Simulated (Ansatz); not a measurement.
Computed with Ansatz.

CH6F2Si2 (`C[SiH2][SiH](F)F`) at its PBE0-D4/def2-TZVP geometry, where that method's forces vanish. Total charge 0; spin multiplicity 1.

```json
{"atom": "C1", "x (Å)": "0.2983", "y (Å)": "-1.7057", "z (Å)": "0.0149"}
{"atom": "Si2", "x (Å)": "0.2187", "y (Å)": "-0.0571", "z (Å)": "-0.8712"}
{"atom": "Si3", "x (Å)": "-0.4348", "y (Å)": "1.6458", "z (Å)": "0.5998"}
{"atom": "F4", "x (Å)": "-1.8561", "y (Å)": "1.2839", "z (Å)": "1.2319"}
{"atom": "F5", "x (Å)": "0.5951", "y (Å)": "1.7185", "z (Å)": "1.8181"}
{"atom": "H6", "x (Å)": "-0.6774", "y (Å)": "-1.9665", "z (Å)": "0.4295"}
{"atom": "H7", "x (Å)": "0.6026", "y (Å)": "-2.4979", "z (Å)": "-0.6722"}
{"atom": "H8", "x (Å)": "1.0182", "y (Å)": "-1.6667", "z (Å)": "0.8348"}
{"atom": "H9", "x (Å)": "-0.7641", "y (Å)": "-0.0893", "z (Å)": "-1.9901"}
{"atom": "H10", "x (Å)": "1.5440", "y (Å)": "0.3191", "z (Å)": "-1.4377"}
{"atom": "H11", "x (Å)": "-0.5444", "y (Å)": "3.0159", "z (Å)": "0.0422"}
```

For each bond, give half the difference of the two atoms' forces along it (eV/Å; positive pushes the atoms apart) under PBE-D4, r2SCAN-D4, B3LYP-D4, ωB97M-V in def2-TZVPP. (Estimate.)

The calculation gave: 
```
   bond  length (Å)  PBE-D4  r2SCAN-D4  B3LYP-D4  ωB97M-V
 C1–Si2       1.873    0.02       0.03      0.13     0.07
  C1–H6       1.092    0.11      -0.01     -0.04    -0.04
  C1–H7       1.092    0.11      -0.01     -0.04    -0.05
  C1–H8       1.092    0.11      -0.01     -0.04    -0.04
Si2–Si3       2.343   -0.24      -0.04      0.00    -0.06
 Si2–H9       1.490    0.08      -0.01     -0.10    -0.11
Si2–H10       1.490    0.08      -0.01     -0.10    -0.11
 Si3–F4       1.597    0.51       0.05      0.19     0.17
 Si3–F5       1.597    0.51       0.05      0.19     0.17
Si3–H11       1.483   -0.01      -0.04     -0.15    -0.20
```

B3LYP here is the variant with VWN-RPA as its local correlation; programs differ in this.
